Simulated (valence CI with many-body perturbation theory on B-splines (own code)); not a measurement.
Results of a calculation; reference values are marked as such.
# Hyperfine factors and g values of Re²⁴⁺

Method: valence CI with perturbative core correlation (CI+MBPT): five valence electrons over a frozen Dirac-Fock core [Kr] 4d10, radial functions for each j: 7 s, 7 p, 7 d, 7 f, 4 g, 2 h, with the one-electron correlation potential Σ1 (screened to all orders), the two-electron term Σ2, the three-electron term Σ3, Breit, model QED; selected single and double excitations, second order for the rest, scaled by the run's own slope (own B-spline code, finite nucleus).

No measured spectrum was set against this ion. As an estimate, terms of the open shell hold to a few per cent of their energy, and close levels can change places. Among the levels kept, up to 1000 cm⁻¹ of a level comes from second order outside the variational space, and about a tenth of that is noise between levels of different J, which matters for small intervals. Only levels of the ground parity were solved; by the run's estimate the other parity begins above the list, which can be wrong where configurations are misplaced.

A/g_I is the dipole constant over the nuclear g factor μ/I (μ in nuclear magnetons, uniformly magnetised nucleus), B/Q the quadrupole constant per barn. Both hold the static response of the core; the bare values leave it out. Large factors of s and p1/2 electrons are usually good to 5 to 10 %; those of open d and f shells near neutrality can be off by tens of per cent, and small factors of p3/2, d and f electrons come from cancelling terms and can be off by a factor of two or in sign, in half-filled shells by more. B is blank for J = 1/2, where it vanishes, and for nearly pure S terms. Energies count from the lowest level.

Names give the largest LS component (configuration and term), which can be under half, so a name can repeat, a term be missing and a line seem to break the LS rules; names also repeat where a configuration has a term twice. Letters in brackets count levels of one name in rising energy.

| Level | E (cm⁻¹) | g | A/g_I (MHz) | A/g_I bare | B/Q (MHz/b) | B/Q bare |
| --- | --- | --- | --- | --- | --- | --- |
| 4f5 6H°_5/2 | 0.0 | 0.408 | 5410 | 4500 | -3660 | -3230 |
| 4f5 6H°_7/2 | 11366 | 0.859 | 3340 | 3170 | -3120 | -2760 |
| 4f5 6H°_9/2 | 21421 | 1.066 | 2470 | 2650 | -3020 | -2690 |
| 4f5 6F°_5/2 [a] | 24848 | 1.143 | 2550 | 2940 | -1340 | -1180 |
| 4f5 6F°_3/2 | 25199 | 0.973 | 3520 | 3660 | -637 | -547 |
| 4f5 6F°_1/2 | 26289 | -0.539 | 11500 | 9270 |  |  |
| 4f5 6H°_11/2 | 29885 | 1.174 | 2080 | 2470 | -3200 | -2860 |
| 4f5 6F°_7/2 | 34713 | 1.324 | 1350 | 1970 | -13.5 | -38.6 |
| 4f5 6H°_13/2 | 36852 | 1.228 | 1940 | 2430 | -3560 | -3200 |
| 4f5 6H°_15/2 | 40996 | 1.208 | 2140 | 2610 | -3070 | -2800 |
| 4f5 6F°_9/2 | 44268 | 1.382 | 1060 | 1780 | 1160 | 982 |
| 4f5 6F°_5/2 [b] | 49843 | 0.931 | 3380 | 3390 | -2540 | -2250 |
| 4f5 6F°_11/2 | 53125 | 1.400 | 1040 | 1800 | 2410 | 2070 |
| 4f5 4M°_15/2 | 54031 | 0.978 | 2950 | 3010 | 920 | 756 |
| 4f5 4F°_3/2 [a] | 57226 | 0.551 | 4980 | 4340 | -172 | -161 |
| 4f5 4I°_9/2 [a] | 61039 | 0.811 | 3580 | 3350 | -1870 | -1640 |
| 4f5 4L°_13/2 | 61163 | 0.937 | 3150 | 3140 | -317 | -307 |
| 4f5 4K°_11/2 | 61806 | 0.897 | 3270 | 3190 | -1080 | -961 |
| 4f5 4P°_5/2 [a] | 65049 | 1.383 | 1310 | 2070 | -2440 | -2150 |
| 4f5 4G°_7/2 [a] | 65114 | 1.051 | 2740 | 2930 | -2440 | -2180 |
| 4f5 4M°_17/2 | 68466 | 1.005 | 2840 | 2950 | 3090 | 2680 |
| 4f5 2P°_1/2 [a] | 72601 | 0.415 | 8170 | 7700 |  |  |
| 4f5 6P°_3/2 | 75259 | 1.966 | -2510 | -958 | 716 | 611 |
| 4f5 4L°_15/2 | 76589 | 1.013 | 2800 | 2920 | -327 | -303 |
| 4f5 4G°_9/2 [a] | 76768 | 1.096 | 2520 | 2790 | -1350 | -1220 |
| 4f5 4M°_19/2 | 78244 | 1.064 | 2620 | 2830 | 3690 | 3200 |
| 4f5 4F°_5/2 [a] | 79459 | 0.912 | 3510 | 3500 | 440 | 370 |
| 4f5 2K°_15/2 [a] | 82117 | 1.060 | 2540 | 2730 | 49.0 | 14.7 |
| 4f5 4K°_13/2 | 82331 | 0.943 | 3070 | 3070 | -1570 | -1360 |
| 4f5 4H°_11/2 [a] | 82498 | 1.119 | 2410 | 2720 | 524 | 443 |
| 4f5 4H°_7/2 [a] | 82559 | 0.821 | 3440 | 3210 | 589 | 537 |
| 4f5 4M°_21/2 | 83147 | 1.096 | 2550 | 2820 | 4290 | 3720 |
| 4f5 2G°_9/2 [a] | 83818 | 1.067 | 2510 | 2720 | 1970 | 1720 |
| 4f5 4I°_11/2 [a] | 86354 | 0.926 | 2970 | 2910 | -1530 | -1310 |
| 4f5 4L°_17/2 | 86459 | 1.032 | 2830 | 3000 | -181 | -164 |
| 4f5 4D°_7/2 [a] | 87279 | 1.442 | 553 | 1330 | 1150 | 982 |
| 4f5 4I°_13/2 [a] | 87558 | 1.024 | 2720 | 2860 | -1010 | -889 |
| 4f5 6P°_5/2 | 90072 | 1.448 | 915 | 1770 | -2020 | -1780 |
| 4f5 4H°_13/2 [a] | 91466 | 1.131 | 2400 | 2740 | -152 | -161 |
| 4f5 4D°_3/2 [a] | 93110 | 1.345 | 1050 | 1680 | 8.20 | 20.3 |

(1) Take the isotope of mass number 187, with I = 5/2, μ = 3.209 μN and Q = 1.94 b. What is the hyperfine structure of 4f5 6F°_1/2?

Answers

(1) From the table A = 14700 MHz. Shifts from the centre of gravity in MHz: F = 2: -25700, F = 3: 18400.
